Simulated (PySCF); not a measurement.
Species: C8H10OSe.
Atom-mapped SMILES: `[CH3:1][O:2][c:3]1[cH:4][cH:5][cH:6][c:7]([Se:8][CH3:9])[cH:10]1` (hydrogens: H11, H12, H13 on C1; H14 on C4; H15 on C5; H16 on C6; H17, H18, H19 on C9; H20 on C10)

Method: PySCF 2.14.0, PBE0-D3(BJ)/def2-SVP geometry optimisation, gas phase.

**Question.** Give the optimised bond lengths and angles.

**Answer.** 
| bond | length (pm) |
| --- | --- |
| C1–O2 | 139.9 |
| O2–C3 | 134.9 |
| C3–C4 | 139.7 |
| C4–C5 | 139.8 |
| C5–C6 | 138.7 |
| C6–C7 | 140.5 |
| C7–Se8 | 190.2 |
| Se8–C9 | 193.4 |
| C7–C10 | 139.1 |
| C3–C10 | 140.3 |
| C1–H11, C1–H12, C1–H13 | 110.2 |
| C4–H14 | 109.0 |
| C5–H15 | 109.3 |
| C6–H16 | 109.3 |
| C9–H17, C9–H18, C9–H19 | 109.8 |
| C10–H20 | 109.0 |

Bonds in one row agree within 1 pm and their mean is given. A selection of angles:
| angle | degrees |
| --- | --- |
| C1–O2–C3 | 118.8 |
| O2–C3–C4 | 124.4 |
| O2–C3–C10 | 115.5 |
| C4–C3–C10 | 120.2 |
| C3–C4–C5 | 118.8 |
| C4–C5–C6 | 121.5 |
| C5–C6–C7 | 119.4 |
| C6–C7–Se8 | 116.9 |
| C6–C7–C10 | 119.7 |
| Se8–C7–C10 | 123.4 |
| C7–Se8–C9 | 100.3 |
| C3–C10–C7 | 120.4 |

Torsions: C1–O2–C3–C4 -1° (synperiplanar); C6–C7–Se8–C9 179° (antiperiplanar).

The 2 C–Se bonds span 1.902 Å (C7–Se8, drawn single) to 1.934 Å (Se8–C9, drawn single), a spread of 0.032 Å. The C–O distances run from 1.349 Å (O2–C3, drawn single) to 1.399 Å (C1–O2, drawn single), a spread of 0.050 Å. The 6-membered ring C3–C4–C5–C6–C7–C10 has internal angles of 118.8° to 121.5° (sum 720°, against 720° for a flat polygon); it is planar, 0.00 Å rms from its mean plane, widest ring torsion 0°. Of the pairs four or more bonds apart, C1···H14 is among the closest relative to their van der Waals radii: 2.54 Å, 87 % of the sum of Bondi's values. The 10 heavy atoms lie in one plane (0.008 Å rms).

Whether it is a minimum is left open (no frequencies). One conformer, not necessarily the lowest.
